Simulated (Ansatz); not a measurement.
Compare A (`CSC([SiH3])S`) with its isomer B (`C[SiH2]SSC`).

Computed with Ansatz on PBE0-D4/def2-TZVP structures; ΔE is electronic, products minus reactants. CCSD(T)/CBS is the MP2 limit (def2-TZVPP, def2-QZVPP) plus CCSD(T) − MP2 in def2-TZVPP, frozen cores. DFT in def2-TZVPP. B3LYP here is the variant with VWN-RPA as its local correlation; programs differ in this. Each species was taken in one conformer, which may not be the lowest.

A:

```xyz
13

C     0.380    2.105    0.324
S     0.378    1.036   -1.123
C    -0.665   -0.325   -0.529
Si    0.231   -1.450    0.691
S    -1.257   -1.312   -1.921
H    -0.632    2.436    0.566
H     0.831    1.622    1.191
H     0.977    2.978    0.058
H    -1.576    0.093   -0.087
H    -0.723   -2.415    1.296
H     0.867   -0.661    1.782
H     1.283   -2.175   -0.065
H    -0.093   -1.932   -2.183
```

B:

```xyz
13

C    -0.926    1.450    1.561
Si    0.641    0.556    1.104
S     0.310   -1.546    0.806
S    -0.913   -1.379   -0.843
C     0.274   -1.429   -2.195
H    -1.329    1.067    2.501
H    -1.677    1.316    0.779
H    -0.733    2.520    1.674
H     1.649    0.634    2.197
H     1.228    1.122   -0.140
H     0.966   -0.588   -2.138
H    -0.312   -1.352   -3.114
H     0.822   -2.371   -2.192
```

(1) Which isomer does CCSD(T)/CBS put lower? Give the gap. (Best estimate.)

(2) Give E(B) − E(A) in kcal/mol with CCSD(T)/def2-TZVPP, MP2/def2-TZVPP, r2SCAN-D4, B3LYP-D4, B3LYP, HF/def2-TZVPP, PBE-D4. (An estimate is asked.)

Largest T1 diagnostic: 0.011.

Results:

(1) The calculation gave: B, by 33.4 kcal/mol.

(2) Ansatz gave: CCSD(T)/def2-TZVPP -32.2, MP2/def2-TZVPP -32.7, r2SCAN-D4 -36.0, B3LYP-D4 -34.7, B3LYP -35.4, HF/def2-TZVPP -35.0, PBE-D4 -34.9. None reverses the order clearly.

In def2-TZVPP, CCSD(T) changes the Hartree–Fock value by +2.7 kcal/mol (the triples alone add +0.3 kcal/mol) and MP2 by +2.2 kcal/mol.
